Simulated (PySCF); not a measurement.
A structure optimised at PBE-D3(BJ)/def2-SVP, used in a PySCF frequency run:

```
C
H 1 1.1118
H 1 1.1150 2 106.08
O 1 1.4325 2 107.74 3 -119.54
Si 4 1.6686 1 124.66 2 148.06
H 5 1.4920 4 105.64 1 -173.26
H 5 1.5004 6 112.75 4 123.20
Si 1 1.9154 2 109.14 3 119.09
H 8 1.5024 1 109.73 2 60.43
H 8 1.5039 9 108.96 1 -120.20
H 8 1.5057 9 109.65 10 -119.65
Cl 5 2.0862 6 109.91 7 118.35
```

Write its SMILES and formula.

[SiH3]CO[SiH2]Cl, CH7ClOSi2

What are its rotational constants (standard atomic weights)?

5.2684, 1.0071, 0.94801 GHz
